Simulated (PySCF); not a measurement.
H₂BBrFN (SMILES NB(F)Br), singlet, geometry from GFN2-xTB; PBE/6-31G, polarisability by finite fields (PySCF).

PySCF was given this input:
```python
from pyscf import gto, scf, dft

mol = gto.M(
    atom='''
B     0.070744   -0.866117    0.291784
F    -0.859496   -1.746208   -0.049613
Br   -0.105163    0.905225   -0.324835
N     1.135316   -1.257021    1.080790
H     1.872140   -0.638675    1.373641
H     1.243091   -2.198594    1.417643
''',
    basis='6-31g',
    charge=0,
    spin=0,
    verbose=4,
)

mf = dft.RKS(mol)
mf.xc = 'pbe'
mf.conv_tol = 1e-11
mf.kernel()
h0, z, done = mf.get_hcore(), mol.intor('int1e_r')[2], []
def energy(F):
    f = mf.copy()
    f.scf_summary = {}
    f.get_hcore = lambda *a: h0 + F * z
    e = f.kernel(mf.make_rdm1())
    done.append(f.converged)
    return e
F = 0.02
alpha = -(energy(F) + energy(-F) - 2 * mf.e_tot) / F**2
print('alpha_zz =', alpha)
```

Output, abridged:

```
PySCF version 2.14.0

[INPUT] verbose = 4
[INPUT] num. atoms = 6
[INPUT] num. electrons = 58
[INPUT] charge = 0
[INPUT] spin (= nelec alpha-beta = 2S) = 0
[INPUT] symmetry False subgroup None
[INPUT] Mole.unit = angstrom
[INPUT] Symbol           X                Y                Z      unit          X                Y                Z       unit  Magmom
[...]
nuclear repulsion = 224.681020494867
number of shells = 30
number of NR pGTOs = 164
number of NR cGTOs = 58
basis = 6-31g
ecp = {}

******** <class 'pyscf.dft.rks.RKS'> ********
method = RKS
initial guess = minao
damping factor = 0
level_shift factor = 0
DIIS = <class 'pyscf.scf.diis.CDIIS'>
diis_start_cycle = 1
diis_space = 8
diis_damp = 0
SCF conv_tol = 1e-11
SCF conv_tol_grad = None
SCF max_cycles = 50
direct_scf = True
direct_scf_tol = 1e-13
XC library pyscf.dft.libxc version 7.1.2
    S. Lehtola, C. Steigemann, M. J. T. Oliveira, and M. A. L. Marques,  SoftwareX 7, 1–5 (2018)
XC functionals = pbe
    J. P. Perdew, K. Burke, and M. Ernzerhof,  Phys. Rev. Lett. 77, 3865 (1996)
    J. P. Perdew, K. Burke, and M. Ernzerhof,  Phys. Rev. Lett. 78, 1396 (1997)
    J. P. Perdew, K. Burke, and M. Ernzerhof,  Phys. Rev. Lett. 77, 3865 (1996)
    J. P. Perdew, K. Burke, and M. Ernzerhof,  Phys. Rev. Lett. 78, 1396 (1997)
radial grids:
    Treutler-Ahlrichs [JCP 102, 346 (1995); DOI:10.1063/1.469408] (M4) radial grids

becke partition: Becke, JCP 88, 2547 (1988); DOI:10.1063/1.454033
pruning grids: <function nwchem_prune>
grids dens level: 3
symmetrized grids: False
atomic radii adjust function: <function treutler_atomic_radii_adjust>
small_rho_cutoff = 0
Set gradient conv threshold to 3.16228e-06
Initial guess from minao.
tot grids = 82256
init E= -2753.28487681991
[...]
cycle= 1 E= -2753.85478547577  delta_E= -0.57  |g|= 0.64  |ddm|= 2.51
[...]
cycle= 2 E= -2753.68975825891  delta_E= 0.165  |g|= 1.16  |ddm|= 1.43
[...]
cycle= 3 E= -2753.92775196506  delta_E= -0.238  |g|= 0.124  |ddm|= 0.952
[...]
cycle= 4 E= -2753.93073593671  delta_E= -0.00298  |g|= 0.035  |ddm|= 0.165
[...]
cycle= 5 E= -2753.93092411196  delta_E= -0.000188  |g|= 0.017  |ddm|= 0.0426
[...]
cycle= 6 E= -2753.93099185848  delta_E= -6.77e-05  |g|= 0.00324  |ddm|= 0.018
[...]
cycle= 7 E= -2753.93099411697  delta_E= -2.26e-06  |g|= 0.000813  |ddm|= 0.00418
[...]
cycle= 8 E= -2753.93099432536  delta_E= -2.08e-07  |g|= 0.000149  |ddm|= 0.00185
[...]
cycle= 9 E= -2753.93099433139  delta_E= -6.03e-09  |g|= 1.48e-05  |ddm|= 0.000229
[...]
cycle= 10 E= -2753.93099433146  delta_E= -6.46e-11  |g|= 2.73e-06  |ddm|= 2.8e-05
[...]
cycle= 11 E= -2753.93099433146  delta_E= 1.36e-12  |g|= 2.34e-07  |ddm|= 3.6e-06
[...]
Extra cycle  E= -2753.93099433145  delta_E= 5.46e-12  |g|= 4.97e-07  |ddm|= 7.07e-07
converged SCF energy = -2753.93099433145

******** <class 'pyscf.dft.rks.RKS'> ********
method = RKS
initial guess = minao
damping factor = 0
level_shift factor = 0
DIIS = <class 'pyscf.scf.diis.CDIIS'>
diis_start_cycle = 1
diis_space = 8
diis_damp = 0
SCF conv_tol = 1e-11
SCF conv_tol_grad = None
SCF max_cycles = 50
direct_scf = True
direct_scf_tol = 1e-13
XC library pyscf.dft.libxc version 7.1.2
    S. Lehtola, C. Steigemann, M. J. T. Oliveira, and M. A. L. Marques,  SoftwareX 7, 1–5 (2018)
XC functionals = pbe
    J. P. Perdew, K. Burke, and M. Ernzerhof,  Phys. Rev. Lett. 77, 3865 (1996)
    J. P. Perdew, K. Burke, and M. Ernzerhof,  Phys. Rev. Lett. 78, 1396 (1997)
    J. P. Perdew, K. Burke, and M. Ernzerhof,  Phys. Rev. Lett. 77, 3865 (1996)
    J. P. Perdew, K. Burke, and M. Ernzerhof,  Phys. Rev. Lett. 78, 1396 (1997)
radial grids:
    Treutler-Ahlrichs [JCP 102, 346 (1995); DOI:10.1063/1.469408] (M4) radial grids

becke partition: Becke, JCP 88, 2547 (1988); DOI:10.1063/1.454033
pruning grids: <function nwchem_prune>
grids dens level: 3
symmetrized grids: False
atomic radii adjust function: <function treutler_atomic_radii_adjust>
small_rho_cutoff = 0
Overwritten attributes  get_hcore  of <class 'pyscf.dft.rks.RKS'>
Set gradient conv threshold to 3.16228e-06
init E= -2753.94598681914
[...]
cycle= 1 E= -2753.94883841032  delta_E= -0.00285  |g|= 0.0694  |ddm|= 0.55
[...]
cycle= 2 E= -2753.94517113518  delta_E= 0.00367  |g|= 0.15  |ddm|= 0.278
[...]
cycle= 3 E= -2753.95047294531  delta_E= -0.0053  |g|= 0.0111  |ddm|= 0.131
[...]
cycle= 4 E= -2753.95052109973  delta_E= -4.82e-05  |g|= 0.00601  |ddm|= 0.0324
[...]
cycle= 5 E= -2753.95052811649  delta_E= -7.02e-06  |g|= 0.000954  |ddm|= 0.00683
[...]
cycle= 6 E= -2753.95052830959  delta_E= -1.93e-07  |g|= 0.000293  |ddm|= 0.00134
[...]
cycle= 7 E= -2753.95052832257  delta_E= -1.3e-08  |g|= 5.91e-05  |ddm|= 0.000266
[...]
cycle= 8 E= -2753.95052832356  delta_E= -9.92e-10  |g|= 1.97e-05  |ddm|= 0.000122
[...]
cycle= 9 E= -2753.95052832369  delta_E= -1.29e-10  |g|= 1.36e-06  |ddm|= 3.81e-05
[...]
cycle= 10 E= -2753.9505283237  delta_E= -5e-12  |g|= 1.57e-07  |ddm|= 2.31e-06
[...]
Extra cycle  E= -2753.95052832371  delta_E= -7.73e-12  |g|= 2.76e-07  |ddm|= 5.74e-07
converged SCF energy = -2753.95052832371

******** <class 'pyscf.dft.rks.RKS'> ********
method = RKS
initial guess = minao
damping factor = 0
level_shift factor = 0
DIIS = <class 'pyscf.scf.diis.CDIIS'>
diis_start_cycle = 1
diis_space = 8
diis_damp = 0
SCF conv_tol = 1e-11
SCF conv_tol_grad = None
SCF max_cycles = 50
direct_scf = True
direct_scf_tol = 1e-13
XC library pyscf.dft.libxc version 7.1.2
    S. Lehtola, C. Steigemann, M. J. T. Oliveira, and M. A. L. Marques,  SoftwareX 7, 1–5 (2018)
XC functionals = pbe
    J. P. Perdew, K. Burke, and M. Ernzerhof,  Phys. Rev. Lett. 77, 3865 (1996)
    J. P. Perdew, K. Burke, and M. Ernzerhof,  Phys. Rev. Lett. 78, 1396 (1997)
    J. P. Perdew, K. Burke, and M. Ernzerhof,  Phys. Rev. Lett. 77, 3865 (1996)
    J. P. Perdew, K. Burke, and M. Ernzerhof,  Phys. Rev. Lett. 78, 1396 (1997)
radial grids:
    Treutler-Ahlrichs [JCP 102, 346 (1995); DOI:10.1063/1.469408] (M4) radial grids

becke partition: Becke, JCP 88, 2547 (1988); DOI:10.1063/1.454033
pruning grids: <function nwchem_prune>
grids dens level: 3
symmetrized grids: False
atomic radii adjust function: <function treutler_atomic_radii_adjust>
small_rho_cutoff = 0
Set gradient conv threshold to 3.16228e-06
init E= -2753.91600184378
[...]
cycle= 1 E= -2753.91905800808  delta_E= -0.00306  |g|= 0.063  |ddm|= 0.552
[...]
cycle= 2 E= -2753.91682789858  delta_E= 0.00223  |g|= 0.123  |ddm|= 0.294
[...]
cycle= 3 E= -2753.92048258062  delta_E= -0.00365  |g|= 0.0129  |ddm|= 0.132
[...]
cycle= 4 E= -2753.9205352667  delta_E= -5.27e-05  |g|= 0.00641  |ddm|= 0.0353
[...]
cycle= 5 E= -2753.92054431001  delta_E= -9.04e-06  |g|= 0.001  |ddm|= 0.00844
[...]
cycle= 6 E= -2753.9205444872  delta_E= -1.77e-07  |g|= 0.000413  |ddm|= 0.0013
[...]
cycle= 7 E= -2753.9205445178  delta_E= -3.06e-08  |g|= 7.7e-05  |ddm|= 0.000394
[...]
cycle= 8 E= -2753.92054451944  delta_E= -1.64e-09  |g|= 2e-05  |ddm|= 0.000134
[...]
cycle= 9 E= -2753.92054451958  delta_E= -1.35e-10  |g|= 7.9e-07  |ddm|= 3.7e-05
[...]
cycle= 10 E= -2753.92054451957  delta_E= 4.09e-12  |g|= 1.03e-07  |ddm|= 1.6e-06
[...]
Extra cycle  E= -2753.92054451958  delta_E= -4.55e-12  |g|= 5.26e-08  |ddm|= 4.6e-07
converged SCF energy = -2753.92054451958
alpha_zz = 22.71045095540103
```
